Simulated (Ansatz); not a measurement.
## A reaction path, image by image

CH5ClZn, closed shell, from a complex of ZnHCl ([Cl][ZnH]) + CH₄ to a complex of CH₃ClZn ([CH3][Zn][Cl]) + H₂; PBE0-D4/def2-SVP (Ansatz 0.2.0). Settings:

```yaml
hamiltonian: {xc: pbe0, dispersion: d4}
neb:
  images: 5
  climbing: true
  max_iterations: 40
  initial_path: idpp
```

First end:

```xyz
8
angstrom
Zn -1.0349 -1.1705 -1.3718
H 0.1230 -2.1488 -1.4926
Cl -2.6835 0.1357 -1.2608
H 0.6558 -0.3729 1.2356
C 0.7158 0.6345 0.8219
H -0.2848 1.0144 0.6123
H 1.1986 1.2880 1.5481
H 1.3100 0.6195 -0.0925
```

Second end:

```json
{"atom": "Zn1", "x (Å)": "-0.7793", "y (Å)": "0.1179", "z (Å)": "-0.7154"}
{"atom": "H2", "x (Å)": "-0.2031", "y (Å)": "-2.5691", "z (Å)": "0.6011"}
{"atom": "Cl3", "x (Å)": "-2.2069", "y (Å)": "-1.1841", "z (Å)": "-1.5653"}
{"atom": "H4", "x (Å)": "0.3675", "y (Å)": "-2.3639", "z (Å)": "1.0385"}
{"atom": "C5", "x (Å)": "0.5141", "y (Å)": "1.3224", "z (Å)": "0.0472"}
{"atom": "H6", "x (Å)": "0.0160", "y (Å)": "2.0825", "z (Å)": "0.6516"}
{"atom": "H7", "x (Å)": "1.2106", "y (Å)": "0.7730", "z (Å)": "0.6831"}
{"atom": "H8", "x (Å)": "1.0811", "y (Å)": "1.8213", "z (Å)": "-0.7407"}
```

The ends were relaxed with PBE0-D4 in triple zeta, so they are not quite minima here (largest force components 0.28 and 0.42 eV/Å).

Energies along the converged band: It took 31 iterations. Path lengths are measured after rigid turns and shifts between images are taken out.
```tsv
image	path length (Å)	energy (kcal/mol)
0	0.00	0.00
1	1.49	-0.27
2	2.98	-0.42
3	4.46	0.75
4 (climbing)	5.95	52.47
5	7.22	12.81
6	8.49	10.39
```
The barrier is narrow on this path: one image carries it, so the band shows its height but not its shape.
Energies count from the first end.

The images between the ends:
Image 1:
```xyz
8
angstrom
Zn -0.8967 -1.3482 -1.0705
H 0.0056 -2.5533 -0.8132
Cl -2.2389 0.2269 -1.5226
H 0.9653 -0.3142 0.6718
C 0.6240 0.7320 0.6797
H -0.4173 0.7928 1.0231
H 1.2691 1.3026 1.3611
H 0.6888 1.1612 -0.3293
```

Image 2:
```xyz
8
angstrom
Zn -0.9975 -1.4019 -0.8635
H -0.3698 -2.5188 -0.0331
Cl -1.9582 0.0305 -2.0979
H 1.3500 -0.0441 0.3393
C 0.6621 0.7738 0.5953
H 0.0012 0.4561 1.4138
H 1.2477 1.6415 0.9273
H 0.0645 1.0628 -0.2811
```

Image 3:
```xyz
8
angstrom
Zn -0.9917 -1.4695 -0.5925
H -0.0946 -2.4537 0.1587
Cl -2.3339 -0.2650 -1.6962
H 0.6461 -0.2518 0.5448
C 0.6796 0.8424 0.4215
H -0.1346 1.3048 0.9952
H 1.6486 1.1819 0.8071
H 0.5806 1.1107 -0.6385
```

Image 4:
```xyz
8
angstrom
Zn -0.8490 -0.7097 -0.4453
H 0.1771 -1.8197 0.4662
Cl -2.5884 -0.7824 -1.6424
H 0.4785 -0.7444 0.4709
C 0.5452 0.7614 0.2399
H -0.0578 1.4348 0.8696
H 1.5082 0.6001 0.7554
H 0.7863 1.2600 -0.7142
```

Image 5:
```xyz
8
angstrom
Zn -0.8607 -0.1677 -0.6281
H 0.0745 -2.1110 0.8302
Cl -2.4954 -1.1775 -1.5196
H 0.4113 -1.4252 0.8322
C 0.5163 1.0252 0.0298
H 0.0526 1.7819 0.6815
H 1.3212 0.5334 0.5977
H 0.9803 1.5407 -0.8237
```

The band counts as converged below 0.05 eV/Å. The run took about 3.5 min on 4 CPU threads of an Arm Neoverse V1 (shared host).
